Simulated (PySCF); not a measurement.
## Radial density of Rh⁺ (rhodium, charge +1)

BP86, [Kr] 4d8, high-spin 3F determinant. All numbers are calculated (PySCF 2.14, scalar relativity through the core potential, in def2-TZVP with the def2 core potential (28 electrons)). This is the valence pseudo-density: the core potential removes the inner electrons and smooths the orbitals near the nucleus.

```csv
r (bohr),4πr²ρ (e/bohr),4πr²(ρα − ρβ)
0.0359,1.044e-05,0.0000
0.0604,4.750e-05,0.0000
0.102,0.0003519,0.0000
0.171,0.004262,0.0006
0.288,0.08006,0.0100
0.484,2.033,0.1596
0.814,13.70,1.0605
1.37,10.02,1.3708
2.30,1.880,0.4025
3.87,0.1393,0.0227
6.51,0.001009,0.0001
```

Energies and moments cover only the electrons outside the core potential.
